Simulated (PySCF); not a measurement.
Gas-phase reaction: InH3 + 2 C3H5 (allyl) → In(CH3)3 + C3H4 (cyclic), at 800 K and a standard pressure of 1 bar. Level: LDA/def2-TZVP†.

Computed with PySCF and rigid-rotor harmonic-oscillator thermochemistry at 1 bar. S°(298 K) at PBE0/def2-TZVP differs from the NASA 1993 table for C3H5 (allyl) (-17 J/mol/K); whether the harmonic model or the table's entry is off was not settled. † marks an energy on the PBE0/def2-TZVP geometry and frequencies. Open shells (unrestricted): C3H5 (allyl) (multiplicity 2); the rest are closed-shell singlets. In: scalar-relativistic def2 core potential, no spin-orbit coupling. Methyl groups turn as free rotors in In(CH3)3. InH3: computed as isolated molecules; such fragments, hydroxides, amides, oligomers or adducts are transient or little studied in the gas. The harmonic model lacks anharmonicity and excited electronic states, which grow with temperature; levels with a mode under 35 cm⁻¹ are left out. Soft modes under 120 cm⁻¹ make the harmonic entropy rough for In(CH3)3.

```csv
species,E (Ha),H(800 K) − E (kJ/mol),S°(800 K) (J/mol/K)
InH3,-191.53943,83.8,284.4
C3H5 (allyl),-116.17790,233.8,346.6
In(CH3)3,-308.42336,378.6,520.8
C3H4 (cyclic),-115.56470,199.7,318.3
```
E: electronic energy; H − E holds the zero-point and thermal terms. 1 Ha = 2625.5 kJ/mol.

**Question.** Work out ΔH°, ΔS°, ΔG° and log10 K from these numbers.

**Answer.** 1. ΔE = 1×(-308.42336) + 1×(-115.56470) − 1×(-191.53943) − 2×(-116.17790) = -0.09283 Ha = -243.7 kJ.
2. Δ(H − E) = 1×(378.6) + 1×(199.7) − 1×(83.8) − 2×(233.8) = 26.9 kJ, so ΔH° = -216.8 kJ.
3. ΔS° = 1×(520.8) + 1×(318.3) − 1×(284.4) − 2×(346.6) = -138.5 J/K; the number of gas molecules changes by -1.
4. ΔG° = ΔH° − TΔS° = -216.8 − 800×(-138.5)/1000 = -106.0 kJ.
5. log10 K = −ΔG°/(RT ln 10) = 6.92, with RT ln 10 = 15.32 kJ/mol; at standard pressures the products are favoured.
6. A shift of 10 kJ in ΔE would move log10 K by 0.65 here.
For scale, ΔH°(298 K) is -213 kJ at this level, -172 kJ at ωB97M-V/def2-TZVP†, and runs from -271 to 29 kJ over the 15 levels computed.
